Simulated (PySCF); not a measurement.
Mayer bond orders and bond lengths

Species: C₆H₆F₃P.
Numbering: `[F:1][C:2]([F:3])([F:4])[P:5]1[CH:6]=[CH:7][CH2:8][CH:9]=[CH:10]1` (hydrogens: H11 on C6; H12 on C7; H13, H14 on C8; H15 on C9; H16 on C10)

Structure used (GFN2-xTB), in Å, numbered top down from 1:
```
atom  x, y, z in Å
F1     2.0372   -1.3510   -0.4188
C2     2.4141   -0.1090   -0.0744
F3     3.1652    0.3570   -1.0831
F4     3.2188   -0.2344    0.9912
P5     0.9672    1.0595    0.2981
C6     0.0345    0.6628   -1.2039
C7    -1.2362    0.2864   -1.1639
C8    -2.0185    0.0682    0.0953
C9    -1.1710   -0.4022    1.2378
C10    0.1052   -0.0849    1.4076
H11    0.5560    0.8125   -2.1401
H12   -1.7718    0.0967   -2.0845
H13   -2.5081    1.0076    0.3788
H14   -2.8132   -0.6574   -0.0910
H15   -1.6620   -1.0580    1.9444
H16    0.6751   -0.4450    2.2540
```

Bond orders from the PBE0/pcSseg-1 density (PySCF). One conformer (not necessarily the lowest) at the GFN2-xTB geometry, without solvent, vibrations or thermal averaging.

Q: How far do the computed orders between heavy atoms stray from the drawn ones?

A: The largest departure is 0.111, at C2–P5 (drawn single, 0.889).

Q: Set the Mayer orders of the bonds between heavy atoms beside their lengths.

A: 
```csv
bond,drawn as,length (Å),Mayer order
F1–C2,single,1.343,0.981
C2–F3,single,1.341,0.978
C2–F4,single,1.341,0.978
C2–P5,single,1.897,0.889
P5–C6,single,1.812,0.928
C6–C7,double,1.326,1.914
C7–C8,single,1.498,1.056
C8–C9,single,1.498,1.056
C9–C10,double,1.326,1.914
C10–P5,single,1.812,0.928
```

By pair of heavy elements: C–F: all 3 within 0.02 of one another (0.978 to 0.981). C–P: lowest C2–P5 (0.889, 1.897 Å), highest P5–C6 and C10–P5 (0.928, 1.812 Å). C–C: lowest C7–C8 and C8–C9 (1.056, 1.498 Å), highest C6–C7 and C9–C10 (1.914, 1.326 Å). Bonds named together lie within 0.004.

Q: And the bonds to hydrogen?

A: C–H: 0.91 to 0.96 (6 bonds).

Q: Sum the orders of all bonds at each heavy atom with more than one neighbour and set the sums beside the valence in the SMILES.

A: C2 3.826 (drawn 4), P5 2.745 (drawn 3), C6 3.775 (drawn 4), C7 3.928 (drawn 4), C8 3.954 (drawn 4), C9 3.928 (drawn 4), C10 3.775 (drawn 4). Orders between atoms that aren't bonded are not in these sums.

Mayer orders depend on the basis set.

These values come from a run that also computed NMR shieldings. On one thread of an AMD EPYC 7R43, shared host with 256 logical CPUs at a one-minute load of 171, this took 68 s wall (grids of density and orbitals included) and 0.92 GiB of memory at its peak.
